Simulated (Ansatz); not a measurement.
BH5N (SMILES B[NH3+]) moved off its minimum; all values from Ansatz (a program for electronic structure), cores frozen in correlated methods.
(charge 1, multiplicity 1)
```xyz
7

B      0.8667     0.1731    -0.0994
N     -0.6219    -0.1250    -0.0328
H      1.5899    -0.8904     0.2080
H      1.2562     1.2516    -0.2175
H     -0.9916     0.0724     0.8897
H     -0.9787    -0.9745    -0.3773
H     -1.1245     0.6017    -0.6500
```

```tsv
level	largest force (eV/Å)	on atom	rms difference from CCSD(T)/aug-cc-pVTZ (eV/Å)	dipole (D)
HF/def2-TZVPP	5.01	N2	0.322	-
PBE/def2-TZVPP	4.26	N2	0.195	-
r2SCAN/def2-TZVPP	4.39	N2	0.084	-
B3LYP/def2-TZVPP	4.41	N2	0.066	-
wB97M-V/def2-TZVPP	4.43	N2	0.064	-
MP2/aug-cc-pVTZ	4.48	N2	0.049	-
CCSD(T)/aug-cc-pVTZ	4.44	N2	0.000	-
```

The differences count from one level among others, with limits of its own. Forces at CCSD(T)/aug-cc-pVTZ (eV/Å):

```
atom      Fx      Fy      Fz
----  ------  ------  ------
B1     2.256  -3.446   1.474
N2    -1.250   3.786  -1.957
H3    -1.246   2.099  -0.838
H4    -0.053   0.728  -0.278
H5    -0.157  -0.184   0.684
H6    -0.194  -2.010  -0.143
H7     0.645  -0.974   1.058
```
